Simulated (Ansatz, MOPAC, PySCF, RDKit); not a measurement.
Pair of molecules: SiH4 (SMILES [SiH4]) (first 5 atoms) with C3H4 (SMILES C=C=C); geometry from B3LYP-D3(BJ)/def2-TZVP, rigid monomers moved along the line of their centres of mass till Si1···C6 is 4.15 Å.
(charge 0, multiplicity 1):
```
atom    x (Å)    y (Å)    z (Å)
----  -------  -------  -------
Si    -0.1137   0.3464   0.2517
H      1.2281   0.6215   0.8093
H     -0.0152   0.2466  -1.2242
H     -1.0399   1.4455   0.6010
H     -0.6271  -0.9333   0.7873
C     -0.3945   0.8615   4.3550
C      0.1107  -0.3366   4.3697
C      0.6157  -1.5339   4.3714
H      0.2321   1.7344   4.2129
H     -1.4580   1.0261   4.4834
H      0.7073  -2.1033   3.4536
H      0.9600  -2.0000   5.2873
```

Counterpoise-corrected where a basis set is named; no monomer relaxation. RDKit's UFF carries no charges.

Frozen-core correlation. Rows in 6-31G* carry no dispersion term and start afresh at each structure (6-31G* with six Cartesian d functions). MP2/6-31G* freezes PySCF's default core. The state reached by AM1, PM3, PM7 isn't checked; PM7 holds dispersion and hydrogen-bond terms.

Run with Ansatz (Gaussian basis) for Hartree–Fock, density functionals and correlated methods; MOPAC for AM1, PM3, PM7 (differences of heats of formation); PySCF for 6-31G* rows; RDKit for the force fields. 

| level | interaction energy (meV) |
|---|---|
| UFF | -54.8 |
| AM1 | 1.7 |
| PM3 | 15.8 |
| PM7 | -38.2 |
| HF/6-31G* | 1.1 |
| r2SCAN/def2-TZVPPD | -35.2 |
| MP2/6-31G* | -20.3 |
| SCS-MP2/aug-cc-pV(D+d)Z | ___ |
| CCSD(T)/aug-cc-pV(D+d)Z | ___ |

Task: Some entries are withheld; supply them.

Result: 
- SCS-MP2/aug-cc-pV(D+d)Z, interaction energy (meV): -39.7
- CCSD(T)/aug-cc-pV(D+d)Z, interaction energy (meV): -49.1

Ansatz is a quantum-chemistry and plane-wave program.
